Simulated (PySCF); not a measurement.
## How methods differ on the ionisation energy of Te

Te [Kr] 4d10 5s2 5p4 (3P) → Te+ [Kr] 4d10 5s2 5p3 (4S), as a difference of total energies. Calculation: PySCF 2.14, in def2-TZVPPD with the def2 core potential (28 electrons) (7s6p4d2f, 59 functions); a scalar-relativistic core potential. Correlated levels: valence: 4s2 4p6 4d10 frozen. The calculations carry no spin-orbit coupling.

```json
{"method": "UHF", "ionisation energy (eV)": "7.725", "error (eV)": "-1.024"}
{"method": "MP2 (valence)", "ionisation energy (eV)": "8.315", "error (eV)": "-0.434"}
{"method": "SCS-MP2 (valence)", "ionisation energy (eV)": "8.372", "error (eV)": "-0.377"}
{"method": "CCSD (valence)", "ionisation energy (eV)": "8.437", "error (eV)": "-0.312"}
{"method": "CCSD(T) (valence)", "ionisation energy (eV)": "8.464", "error (eV)": "-0.285"}
```

Reference: 8.749 eV (measured; NIST levels, between the centres of gravity of the two terms).

Errors of the correlated levels include the incompleteness of this basis and the frozen core.
